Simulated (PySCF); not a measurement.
## Bromine: a sound run and one with changed settings

Sound run: Br [Ar] 3d10 4s2 4p5, Br+ [Ar] 3d10 4s2 4p4. All numbers are calculated (PySCF 2.14, no relativity, point nucleus, in def2-SVP (5s4p3d, 32 functions)). The sound run starts from symmetry-adapted Hartree-Fock orbitals and uses a fine grid where one is needed.

Changed run: initial guess sap, at most 50 SCF cycles, level shift 10.0 hartree.

| species | method | sound run (hartree) | changed run (hartree) | converged |
| --- | --- | --- | --- | --- |
| Br | UHF | -2572.08220 | -2572.08220 | no |
| Br | M06-L | -2573.70552 | -2573.70552 | no |
| Br | M06-2X | -2573.84102 | -2573.84102 | no |
| Br+ | UHF | -2571.68517 | -2571.68517 | no |
| Br+ | M06-L | -2573.27111 | -2573.27111 | no |
| Br+ | M06-2X | -2573.40857 | -2573.40857 | no |

A level shift slows the SCF but leaves a converged energy unchanged.
